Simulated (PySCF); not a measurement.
Input file for PySCF: R-HF/3-21G on C2H6O (SMILES CCO).

```python
from pyscf import gto, scf, dft, mp
from pyscf.data.elements import chemcore

mol = gto.M(
    atom='''
    C    -1.36065414    0.48160481    3.72127924
    C     0.09426374    0.11886323    3.96995420
    O     0.44544634   -1.15231049    3.43495114
    H    -1.60590960    1.43892241    4.18769738
    H    -2.02071091   -0.28402803    4.13166033
    H    -1.56487460    0.56948640    2.65098308
    H     0.75355117    0.90082974    3.57122237
    H     0.28979953    0.04723549    5.04090263
    H     0.34459248   -1.11338291    2.47777074
    ''',
    basis='3-21g',
    charge=0, spin=0, verbose=3, max_memory=1800)
mf = scf.RHF(mol)
mf.conv_tol = 1e-8
mf.max_cycle = 100
mf.kernel()
if not mf.converged:
    mf = mf.newton().run(mf.mo_coeff, mf.mo_occ)
```

Task: What total energy does the run end on?

Result: -153.2220 hartree.
